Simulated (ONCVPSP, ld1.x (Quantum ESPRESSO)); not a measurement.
# Potentials for sulfur (S) compared

Generated with ld1.x 7.5 (TM, RRKJ, ultrasoft, PAW), atompaw 4.2 or ONCVPSP 4.0.1. The cutoff is in Ry: for ld1.x and atompaw files where the sum of valence levels is converged to 10 mRy in a Bessel basis, for ONCV files where the hardest occupied wave has 1 mHa per electron of residual kinetic energy. The error is the largest all-electron minus pseudo excitation energy over each file’s own four to seven test configurations (ionisations up to +4, promotions, holes and added fractions of an electron), all of which were solved. The labels leave out finer settings (local radius, basis sizes, second energies), which also bear on the numbers. Spin-polarised tests are not counted. The rows are a selection from randomly drawn settings: files with unsolved tests, undetermined cutoffs or missed reference levels are left out.

A true bound ghost makes a file unfit for plane-wave use even where its test errors are small: the radial tests pick states by their node count and pass the ghost by.

```tsv
potential	cutoff (Ry)	largest error (meV)	bound ghosts
RRKJ, LDA (PZ), non-relativistic, rc 1.40/1.70 (sp), local s, core correction yes, reference 3s2 3p3.5	45	+256	none
ONCV, PBE, non-relativistic, rc 1.45/1.40 (sp), local smoothed, core correction yes, reference 3s2 3p3.5, qcut 4.1/6, projectors 2/2	63	+12	none
ONCV, PBEsol, scalar-relativistic, rc 1.20/1.30 (sp), local smoothed, core correction yes, reference 3s2 3p3, qcut 6.7/6.3, projectors 2/1	27	+29	s
ONCV, BLYP, scalar-relativistic, rc 0.95/0.90/1.05 (spd), local smoothed, core correction yes, reference 2s2 2p6 3s2 3p4, qcut 13.6/12.3/8.4, projectors 2/2/2	295	+14	none
ONCV, LDA (Perdew-Wang 92), scalar-relativistic, rc 0.95/0.75/0.90 (spd), local smoothed, core correction yes, reference 2s2 2p6 3s2 3p4, qcut 15.3/21.2/12.4, projectors 2/2/2	323	+9.9	none
ONCV, revPBE, scalar-relativistic, rc 0.75/0.90/0.75 (spd), local smoothed, core correction yes, reference 2s2 2p6 3s2 3p4, qcut 19/13.9/12.4, projectors 2/3/3	216	+11	none
```

**Question.** Fill in the row for S: ONCV, PBE, scalar-relativistic, rc 1.30/1.70/1.55 (spd), local smoothed, core correction yes, reference 3s1.5 3p4.5, qcut 5.6/5.3/5.9, projectors 2/1/2.

**Answer.** cutoff 26 Ry, largest error +17 meV, bound ghosts: none.

**Question.** Fill in the row for S: ONCV, LDA (Perdew-Wang 92), scalar-relativistic, rc 1.30/1.10/1.35 (spd), local p, core correction no, reference 3s2 3p3, qcut 4.4/8.4/6.9, projectors 2/0/1.

**Answer.** cutoff 80 Ry, largest error +74 meV, bound ghosts: none.
